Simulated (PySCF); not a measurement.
A structure optimised at PBE-D3(BJ)/def2-SVP, used in a PySCF frequency run:

```xyz
11

C     -2.0991    -0.0423     0.1268
C     -0.8264     0.2532    -0.1911
Cl    -0.4056     1.8487    -0.8369
Si     0.6586    -0.9071    -0.0051
O      1.9150     0.0216     0.5973
O      0.2785    -2.1621     1.0305
H     -2.9315     0.6691     0.0051
H     -2.3190    -1.0444     0.5294
H      1.0007    -1.5736    -1.2961
H      1.7576     0.9758     0.4628
H      0.1717    -1.8972     1.9616
```

Q: Write its SMILES and formula.

A: C=C(Cl)[SiH](O)O, C2H5ClO2Si

Q: What are its rotational constants (standard atomic weights)?

A: 3.5156, 1.6323, 1.1863 GHz
